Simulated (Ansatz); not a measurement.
Reaction (ligand exchange at the Sn–C bond): `O[CH2][SnH3]` + NH₃ → `[NH2][SnH3]` + CH₃OH

Calculated with Ansatz (gas phase, PBE0-D4/def2-TZVP geometries, no zero-point term in ΔE). CCSD(T)/CBS is the MP2 limit (def2-TZVPP, def2-QZVPP) plus CCSD(T) − MP2 in def2-TZVPP, frozen cores. This one scheme is used for every species. Functionals use def2-TZVPP. def2 core potentials past Kr. For Sn outer-core shells are correlated without core-valence functions, which leaves a few kJ/mol of doubt a bond. One conformer a species, not always the lowest.

CCSD(T)/CBS gives -0.24 eV.

Another level gave -0.20 eV. Which?
A. MP2/def2-TZVPP
B. LDA (SPW92)/def2-TZVPP
C. revPBE/def2-TZVPP
D. BHLYP/def2-TZVPP

C. revPBE -0.20, MP2/def2-TZVPP -0.25, LDA (SPW92) -0.13, BHLYP -0.31 eV.

Largest T1 diagnostic among the species: 0.013.

From PBE to PBE0 (25 % exact exchange), in def2-TZVPP and without D4, ΔE moves by −0.04 eV. At CCSD(T), def2-SVP lies −0.03 eV from the extrapolated value and def2-TZVPP −0.01 eV.
